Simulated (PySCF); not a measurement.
Species: C₇H₁₃OPSSi.
Geometry (PBE/def2-SV(P), Å), atoms numbered from 1 in this order:
```
atom  x, y, z in Å
C1    -3.123   -1.434    1.085
C2    -2.593   -0.576    0.182
C3    -1.268    0.033    0.259
C4    -0.789    0.934   -0.666
Si5   -1.754    1.555   -2.174
C6     0.601    1.483   -0.399
P7     1.319    0.320    0.862
S8     2.624    0.926    2.206
C9     2.065   -1.122   -0.072
O10    2.557   -2.040    0.865
C11   -0.340   -0.301    1.413
H12   -2.572   -1.751    1.989
H13   -4.137   -1.847    0.948
H14   -3.206   -0.298   -0.697
H15   -2.251    0.419   -3.035
H16   -0.827    2.413   -2.996
H17   -2.946    2.388   -1.765
H18    1.247    1.543   -1.304
H19    0.584    2.507    0.045
H20    2.851   -0.697   -0.750
H21    1.291   -1.625   -0.694
H22    3.054   -1.496    1.536
H23   -0.266   -1.388    1.638
H24   -0.625    0.219    2.356
```

Computed with PBE/def2-SV(P) geometry optimisation, gas phase (PySCF 2.14.0).

Masses are those of the commonest isotopes; rigid-rotor values at the optimised geometry. The values belong to one conformer with, in the numbering `[CH2:1]=[CH:2][C:3]1=[C:4]([SiH3:5])[CH2:6][P@:7](=[S:8])([CH2:9][OH:10])[CH2:11]1`, C1–C2–C3–C4 -178°, C6–P7–C9–O10 -177°, P7–C9–O10–H -46°, C3–C4–C6–P7 16°, C4–C6–P7–S8 -149°, C6–P7–C11–C3 21°, C2–C3–C11–P7 166°.

Problem. Give the principal moments of inertia and the rotational constants in cm⁻¹.

Solution. Ia = 493.95, Ib = 1125.60, Ic = 1314.92 u·Å²; 505379 MHz·u·Å²/I gives 1023, 449.0 and 384.3 MHz, that is A = 0.03413, B = 0.01498, C = 0.01282 cm⁻¹.

Problem. What kind of rotor is it?

Solution. An asymmetric top. Ray's parameter κ = (2B − A − C)/(A − C) = -0.798; −1 is the prolate and +1 the oblate limit.

Problem. What does the inertial defect say?

Solution. Not planar: Δ = Ic − Ia − Ib = -304.63 u·Å². For a rigid frame Δ = −2 Σ m c², so Σ m c² = 152.32 u·Å² lies off the ab plane: 19.40 from hydrogen and 132.91 from heavier atoms. The atom farthest from that plane is 2.21 Å away.

Problem. List the rotational levels J(Ka,Kc) to J = 5 (MHz).

Solution. Above 0(0,0):
J = 1: 1(0,1) 833, 1(1,1) 1407, 1(1,0) 1472
J = 2: 2(0,2) 2495, 2(1,2) 3009, 2(1,1) 3203, 2(2,1) 4926, 2(2,0) 4931
J = 3: 3(0,3) 4974, 3(1,3) 5409, 3(1,2) 5797, 3(2,2) 7426, 3(2,1) 7451, 3(3,1) 10461, 3(3,0) 10462
J = 4: 4(0,4) 8258, 4(1,4) 8604, 4(1,3) 9248, 4(2,3) 10755, 4(2,2) 10830, 4(3,2) 13804, 4(3,1) 13806, 4(4,1) 18041, 4(4,0) 18041
J = 5: 5(0,5) 12330, 5(1,5) 12589, 5(1,4) 13551, 5(2,4) 14910, 5(2,3) 15080, 5(3,3) 17986, 5(3,2) 17993, 5(4,2) 22219, 5(4,1) 22219, 5(5,1) 27666, 5(5,0) 27666
The levels of one J sum to (2J + 1)J(J + 1)(A + B + C)/3.

Problem. Which types of transition are allowed, and where do some lines up to J = 2 fall?

Solution. The dipole components are |μa| = 3.55 D, |μb| = 0.10 D, |μc| = 0.55 D. Intensities carry the squares of the components, which stand as 1.00 : 0.00 : 0.02 (a : b : c). Some lines, for components of 0.1 D or more:

```tsv
type	branch	J(Ka,Kc)	MHz	lower level (cm⁻¹)
c	Q	1(1,1) ← 1(0,1)	574	0.028
b	Q	2(1,1) ← 2(0,2)	709	0.083
b	R	2(0,2) ← 1(1,1)	1087	0.047
b	R	1(1,1) ← 0(0,0)	1407	0.000
c	R	1(1,0) ← 0(0,0)	1472	0.000
a	R	2(1,2) ← 1(1,1)	1602	0.047
a	R	2(0,2) ← 1(0,1)	1662	0.028
c	Q	2(2,1) ← 2(1,1)	1722	0.107
b	Q	2(2,0) ← 2(1,1)	1728	0.107
b	Q	2(2,1) ← 2(1,2)	1916	0.100
b	R	2(1,2) ← 1(0,1)	2176	0.028
```

Problem. Estimate the classical rotational partition function at 25 K, 50 K and 298.15 K.

Solution. Point group C1, symmetry number σ = 1; q = (√π/σ)·√((kT/h)³/(ABC)), k/h = 20836.6 MHz/K: 50200 at 25 K, 142000 at 50 K, 2070000 at 298.15 K.

Stationary, but not proved a minimum. Zero-point vibration and centrifugal distortion are left out. A rigid rotor knows nothing of internal rotation, which can split or shift real lines.

Hardware: an Intel Xeon 6975P-C with 4 threads, on a shared host. Cost: 2.7 min wall, 14 min CPU, 1.2 GiB resident at most. That covers the optimisation of the geometry.
